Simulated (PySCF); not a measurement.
**Working out the ionisation energy of Ru(2+)**

Ru(2+) [Kr] 4d6 (5D) → Ru(3+) [Kr] 4d5 (6S). All numbers are calculated (PySCF 2.14, scalar relativity by spin-free X2C-1e, in x2c-TZVPPall (8s6p6d2f1g, 79 functions)). Frozen: [Kr]. Energies in hartree (1 hartree = 27.21139 eV):

```json
{"part": "UHF", "Ru(2+) (lower)": "-4527.210005", "Ru(3+) (upper)": "-4526.234596"}
{"part": "CCSD correlation", "Ru(2+) (lower)": "-0.110862", "Ru(3+) (upper)": "-0.065507"}
{"part": "(T)", "Ru(2+) (lower)": "-0.002120", "Ru(3+) (upper)": "-0.000616"}
```

Problem. What does Hartree-Fock give?

Solution. (-4526.234596) − (-4527.210005) = 0.975409 hartree = 26.542 eV.

Problem. What do CCSD and CCSD(T) give?

Solution. The CCSD correlation energies differ by 0.045355 hartree = 1.234 eV and the triples by 0.001504 hartree = 0.041 eV, so CCSD gives 27.776 eV and CCSD(T) 27.817 eV.

Reference: 28.47 eV (semi-empirical (NIST evaluation); NIST Atomic Spectra Database, ionization energies), between the lowest levels; spin-orbit coupling is absent from the calculation.

What remains against the reference includes basis incompleteness, the frozen core and higher excitations.
